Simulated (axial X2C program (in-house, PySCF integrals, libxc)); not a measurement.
Density and ELF of IrC⁺

Computed with an axial X2C code built on PySCF integrals. Two-component (2c) means X2C with spin–orbit coupling and atomic mean-field two-electron Coulomb and Gaunt terms. Basis: Ir dyall-cv3z [13s14p9d6f4g], C dyall-v3z [7s6p2d1f] (cores contracted in-house); Gaussian nuclei, density fitting, unrestricted open shells. Masses: Ir 192.963 u, C 12.000 u.

PBE0, 2c, state Ω = 3 (⟨Sz⟩ = 1.00, ⟨Lz⟩ = 2.00 at PBE0); Ir at z = 0, C at z = 1.665 Å.

The maps cover the half plane through the axis: z from -2.4 to 3.6 Å along the bond, ρ from 0.15 to 2.25 Å away from it.

log10 of the density in e/bohr³:

```
 ρ\z  -2.4  -1.8  -1.2  -0.6   0.0   0.6   1.2   1.8   2.4   3.0   3.6
0.15  -3.6  -2.6  -1.5  -0.1   1.8  -0.1  -0.5   0.2  -1.0  -2.0  -3.1
0.45  -3.7  -2.7  -1.6  -0.4   0.4  -0.4  -0.7  -0.7  -1.2  -2.2  -3.2
0.75  -3.8  -2.8  -1.9  -0.9  -0.4  -0.8  -1.1  -1.1  -1.6  -2.4  -3.4
1.05  -3.9  -3.0  -2.2  -1.4  -1.1  -1.3  -1.5  -1.6  -2.0  -2.7  -3.6
1.35  -4.1  -3.3  -2.5  -1.9  -1.6  -1.8  -2.0  -2.1  -2.5  -3.1  -3.9
1.65  -4.4  -3.6  -2.9  -2.4  -2.1  -2.2  -2.5  -2.7  -3.0  -3.5  -4.3
1.95  -4.6  -3.9  -3.3  -2.8  -2.6  -2.7  -3.0  -3.2  -3.5  -4.0  -4.7
2.25  -4.9  -4.2  -3.7  -3.3  -3.1  -3.2  -3.5  -3.7  -4.0  -4.5  -5.1
```

Electron localisation function (collinear form, no current term, damped to 0 at low density):

```
 ρ\z  -2.4  -1.8  -1.2  -0.6   0.0   0.6   1.2   1.8   2.4   3.0   3.6
0.15  0.01  0.06  0.20  0.65  0.30  0.55  0.69  0.60  0.98  0.97  0.49
0.45  0.01  0.05  0.16  0.57  0.38  0.49  0.77  0.43  0.97  0.96  0.36
0.75  0.01  0.05  0.14  0.38  0.59  0.38  0.72  0.79  0.94  0.90  0.17
1.05  0.00  0.04  0.14  0.29  0.39  0.33  0.57  0.66  0.82  0.70  0.04
1.35  0.00  0.04  0.13  0.27  0.33  0.29  0.36  0.39  0.53  0.28  0.01
1.65  0.00  0.02  0.10  0.22  0.27  0.21  0.17  0.15  0.16  0.04  0.00
1.95  0.00  0.01  0.06  0.15  0.18  0.12  0.06  0.04  0.02  0.00  0.00
2.25  0.00  0.00  0.02  0.07  0.09  0.05  0.01  0.01  0.00  0.00  0.00
```

Axial spin density in 10⁻³ e/bohr³:

```
 ρ\z  -2.4  -1.8  -1.2  -0.6    0.0   0.6   1.2   1.8   2.4  3.0  3.6
0.15   0.1   0.4  -0.7  18.5  120.6  13.7   4.7  10.1  22.2  2.2  0.2
0.45   0.1   0.4   1.1  12.9   52.6  11.1  -3.0   0.2  11.2  1.5  0.1
0.75   0.1   0.5   2.5  18.7   66.0  16.2  -2.1  -2.4   3.4  0.8  0.1
1.05   0.1   0.4   2.4  13.4   30.7  11.4  -0.3  -1.4   0.7  0.3  0.1
1.35   0.0   0.3   1.6   6.7   11.9   5.5   0.2  -0.6   0.1  0.1  0.0
1.65   0.0   0.2   0.8   2.8    4.3   2.3   0.2  -0.2   0.0  0.0  0.0
1.95   0.0   0.1   0.4   1.0    1.5   0.8   0.1  -0.1   0.0  0.0  0.0
2.25   0.0   0.0   0.2   0.4    0.5   0.3   0.1   0.0   0.0  0.0  0.0
```

The state is one determinant whose occupation by symmetry is held fixed; it was picked as the lowest of a PBE0 search that is not exhaustive. Density functionals use the spin component along the axis (collinear). The functionals have no current-density term, which raises determinants with orbital currents, atoms included. With several unpaired electrons one determinant need not be a pure state. A state of lower Ω lies just above, and one determinant can place such states too high, so the state shown need not be the lowest. The search has Ω = 0 only 0.08 eV up. The lowest spin-free determinant has another configuration (M_S = 0, Λ = 0), so the order of states is uncertain and this need not be the ground state.
